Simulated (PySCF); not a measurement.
H3ITi, multiplicity 1. Atoms are numbered in the order given.

```xyz
5

Ti     0.0000     0.0000     1.6989
I      0.0000     0.0000    -0.8325
H     -1.3810     0.7973     2.2480
H      0.0000    -1.5947     2.2480
H      1.3810     0.7973     2.2480
```

Coordinates come from a PBE0-D3(BJ)/def2-TZVP optimisation. The spin state was assumed, not searched. The structure was generated by enumeration; whether it is a known compound was not checked. The def2 effective core potentials stand for the cores of I; spin–orbit coupling is left out.

Method: PBE/def2-TZVPD (PySCF).

Q: Estimate the frontier levels, gap, dipole moment and polarisability. (The exact figures need the calculation; the answer reports its results.)

A: 
| Item | Value |
|---|---|
| highest occupied level | -7.40 eV |
| lowest empty level | -4.35 eV |
| orbital gap | 3.05 eV |
| dipole moment | 0.20 D |
| quadrupole, principal values (traceless, Buckingham form, about the centre of nuclear charge) | -1.56, -1.56, 3.13 D·Å |
| mean static polarisability | 83.3 bohr³ (12.35 Å³) |
| polarisability, principal values | 71.2, 71.2, 107.5 bohr³ |
